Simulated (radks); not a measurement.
Spherical quantum dot in the effective-mass picture: electrons in a hard-walled sphere of radius 4.27, with a point charge +1 (a donor) at the centre, all in effective atomic units (hartree* = m*/eps^2 hartree, bohr* = eps/m* bohr), one dielectric constant everywhere. Method: non-relativistic Kohn-Sham, exchange-only LDA, spin-polarised, spherical densities; computed with a radial shooting solver with Libxc functionals. Levels are named by radial order and angular momentum (1s, 1p, 1d, 2s, ...), and open shells are averaged over m. Results are scaled to m* = 0.307 and eps = 5.2, for which hartree* = 308.9 meV and bohr* = 0.8963 nm.

N = 19, configuration 1s2 1p6 1d10 2s(up 1, down 0). This is the lowest configuration that the search found. Occupied and some empty levels:

| level | occupation | eigenvalue (meV) | <r> (nm) |
|---|---|---|---|
| 1s up | 1 | 1735.5 | 2.392 |
| 1s down | 1 | 1742.7 | 2.493 |
| 1p up | 3 | 1789.1 | 2.645 |
| 1p down | 3 | 1791.3 | 2.656 |
| 1d up | 5 | 1867.9 | 2.749 |
| 1d down | 5 | 1869.3 | 2.751 |
| 2s up | 1 | 1925.8 | 1.456 |
| 1f up | 0 | 1973.9 | 2.826 |
| 1f down | 0 | 1975.1 | 2.827 |
| 2s down | 0 | 1979.8 | 1.499 |
| 1g up | 0 | 2105.3 | 2.890 |
| 1g down | 0 | 2106.3 | 2.890 |
| 2p up | 0 | 2159.8 | 1.918 |
| 2p down | 0 | 2179.0 | 1.964 |

Energy (meV): total 18159.9, kinetic 5027.9, external -2296.3, Hartree 17293, exchange-correlation -1864.8.

Electron density:

| r (nm) | n(r) (e/nm^3) |
|---|---|
| 0.108 | 0.4789 |
| 0.393 | 0.2530 |
| 0.679 | 0.1374 |
| 0.965 | 0.08152 |
| 1.25 | 0.06035 |
| 1.54 | 0.06178 |
| 1.82 | 0.07941 |
| 2.11 | 0.1074 |
| 2.39 | 0.1359 |
| 2.68 | 0.1488 |
| 2.97 | 0.1302 |
| 3.25 | 0.07922 |
| 3.54 | 0.02326 |
| 3.82 | 0.00002202 |
